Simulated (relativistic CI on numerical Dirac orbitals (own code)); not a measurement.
A reference radial Dirac CI calculation of In III gave the lowest total energy -5872.72174 Ha in 23 SCF steps, from this input:

```
atom In  Z=49  charge=2  electrons=47
nucleus A=115  rms_radius_fm=4.6156
hamiltonian dirac-coulomb  breit=on  qed=on  c_scale=1
orbitals kli  potential=per-configuration
slater_scale 1
correlation none
mixing on
grid step=0.0125 r_max=67.1
scf mixing=0.4 start=green max_iterations=150 tolerance=2e-08 node_fill=0.05
configurations
  [Kr] 4d10 5s
  [Kr] 4d10 5p
end
```

One setting was then changed (and the iteration limit cut to 57), and the output read:

```
SCF 1: [Kr] 4d10 5s
 iter      energy (Ha)   residual   last orbital (Ha)
    1     -3520.616546   7.33e-01     -0.69166
    2     -3522.301923   4.03e-01     -0.63929
    3     -3522.974172   3.81e-02     -0.59319
    4     -3522.985319   2.33e-02     -0.59314
    5     -3522.986321   9.62e-03     -0.59208
    6     -3522.985810   7.90e-04     -0.59118
    7     -3522.985744   2.30e-05     -0.59101
    8     -3522.985737   4.21e-05     -0.59100
    9     -3522.985742   1.80e-06     -0.59101
   10     -3522.985742   5.14e-08     -0.59100
   11     -3522.985742   7.19e-09     -0.59100
SCF 2: [Kr] 4d10 5p
 iter      energy (Ha)   residual   last orbital (Ha)
    1     -3520.630272   7.25e-01     -0.83719
    2     -3522.353610   4.01e-01     -0.73726
    3     -3523.028932   4.11e-02     -0.65485
    4     -3523.042944   2.76e-02     -0.65456
    5     -3523.044035   1.11e-02     -0.65249
    6     -3523.043364   1.37e-03     -0.65071
    7     -3523.043267   9.41e-05     -0.65029
    8     -3523.043250   7.38e-05     -0.65026
    9     -3523.043258   8.64e-06     -0.65027
   10     -3523.043257   1.95e-07     -0.65027
   11     -3523.043257   1.87e-08     -0.65027
orbital energies (Ha): 3d3/2 -21.4131  3d5/2 -21.1539  4s -1.8459  4p1/2 -2.9504  4p3/2 -2.9336  4d3/2 -2.3131  4d5/2 -2.2805  5s -0.5910
configuration averages (Ha): Dirac-Coulomb, Breit, QED
  5s                           -3522.985742    0.941515    0.095965
  5p                           -3523.043257    0.941503    0.095947
levels: no., configuration, term, J, E (cm-1), weight
   1 5p                     2P*  1/2              0.0  1.00
   2 5p                     2P*  3/2            306.9  1.00
   3 5s                     2S   1/2          12834.4  1.00
lowest total energy -3522.006740 Ha
end: converged
```

(1) Which setting was changed?
A. charge
B. start potential
C. nuclear radius
D. SCF mixing

Answers

(1) C. The nuclear radius 4615.6 fm. This setting is bad on purpose; its numbers may not be properties of the ion.
